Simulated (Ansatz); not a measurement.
Input file for C2H3BF2O (`C=C(F)B(O)F`):

```yaml
crystal:
  periodic: [false, false, false]
  atoms:
    - {symbol: C, position_ang: [-0.479863, -1.186204, 1.032233]}
    - {symbol: C, position_ang: [0.367447, -0.511633, 0.267584]}
    - {symbol: F, position_ang: [1.647858, -0.916960, 0.177555]}
    - {symbol: B, position_ang: [-0.003144, 0.753818, -0.565725]}
    - {symbol: O, position_ang: [0.919574, 1.378903, -1.317987]}
    - {symbol: F, position_ang: [-1.259059, 1.205530, -0.516892]}
    - {symbol: H, position_ang: [-0.172723, -2.061094, 1.592804]}
    - {symbol: H, position_ang: [-1.507054, -0.854388, 1.099278]}
    - {symbol: H, position_ang: [0.575463, 2.145628, -1.785950]}
basis:
  gaussian: {orbitals: def2-TZVPP}
correlation: {method: ccsd_t}
```

```sh
$ ansatz run in.yaml --threads 4 --pin off --events-out ev --progress --plain --max-ram 10444MiB
```

Log, shortened:

```
Functional definition: HF
1444 factors; integrals over basis functions are off by at most 1.2e-3 eV
mean field evaluation 1: about -10231.9913 eV, gradient 4.5e1 eV
mean field evaluation 2: about -10232.2218 eV, gradient 4.6e1 eV
mean field evaluation 4: about -10236.2107 eV, gradient 4.0e0 eV
mean field evaluation 8: about -10236.2725 eV, gradient 3.0e-1 eV
mean field -10236.27297690 eV, -376.1760935062 hartree, gradient 3.9e-6 eV, S^2 0.000000; 0 other end points of the search recorded, 0 dependent functions left out; unrestricted orbitals would lower it
6 core orbitals not correlated: weight in the atoms' cores, before any rotation towards them, 1.000 or more for the frozen orbitals, at most 0.000 for the correlated occupied ones
reference -10236.27297690 eV, -376.1760935062 hartree; 17, 17 occupied and 205, 205 virtual orbitals, 1444 factors
second order -30.95520266 eV of doubles, -0.00000000 eV of singles
cycle   1  -30.71062840 eV  change    2.4e-1 eV  update   1.2e-1
cycle   2  -31.35941504 eV  change   -6.5e-1 eV  update   3.5e-2
cycle   3  -31.52339483 eV  change   -1.6e-1 eV  update   1.9e-2
cycle   4  -31.50652969 eV  change    1.7e-2 eV  update   4.8e-3
cycle   5  -31.50178715 eV  change    4.7e-3 eV  update   2.3e-3
cycle   6  -31.50393964 eV  change   -2.2e-3 eV  update   7.3e-4
cycle   7  -31.50378304 eV  change    1.6e-4 eV  update   3.3e-4
cycle   8  -31.50356527 eV  change    2.2e-4 eV  update   1.1e-4
cycle   9  -31.50360662 eV  change   -4.1e-5 eV  update   4.4e-5
cycle  10  -31.50362479 eV  change   -1.8e-5 eV  update   1.2e-5
perturbative correction -1.15802051 eV, -0.0425564688 hartree
Total energy: -10268.93462220 eV, -377.3763868321 hartree
```

Hardware: 4 threads of an Arm Neoverse N1 on a shared host. Wall time 3.8 min, peak host memory 4.4 GiB.

MP2 recovers 94.8 % of the CCSD(T) correlation energy and the triples give 3.5 %; T1 = 0.0132.
